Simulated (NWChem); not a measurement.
HgBr2; SMILES [Br][Hg][Br]

```xyz
3

Hg     0.0000     0.0000     0.0000
Br     0.0000     0.0000     2.4136
Br     0.0000     0.0000    -2.4136
```
Atoms are numbered in this order, from 1.

The geometry was optimised at PBE0/def2-SVP. No frequency run checked for a minimum. def2 effective core potentials on Hg; no spin-orbit coupling.

### Question
List the 4 lowest vertical singlet excitations from B3LYP/def2-SVPD with def2 effective core potentials on Hg, TDA (NWChem).

### Answer
| state | energy (eV) | oscillator strength | leading excitation (squared amplitude) |
|---|---|---|---|
| S1 | 4.15 | 0.000 | HOMO → LUMO (1.00) |
| S2 | 4.15 | 0.000 | HOMO−1 → LUMO (1.00) |
| S3 | 4.65 | 0.013 | HOMO−2 → LUMO (1.00) |
| S4 | 4.65 | 0.013 | HOMO−3 → LUMO (1.00) |
